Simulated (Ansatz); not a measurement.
Species: CH3NO, SMILES `O=CN` (H–N–C–O torsion 180°) (charge 0, multiplicity 1), formula CH3NO.

Q: How many basis functions does frozen-core CCSD(T)/cc-pVTZ // B3LYP-D3(BJ)/def2-TZVP (Ansatz, a first-principles code) use, how many core orbitals are frozen, and how many electrons are correlated?

A: 132 basis functions and 3 frozen orbitals, which leaves 18 correlated electrons. Core time is of the order of seconds.
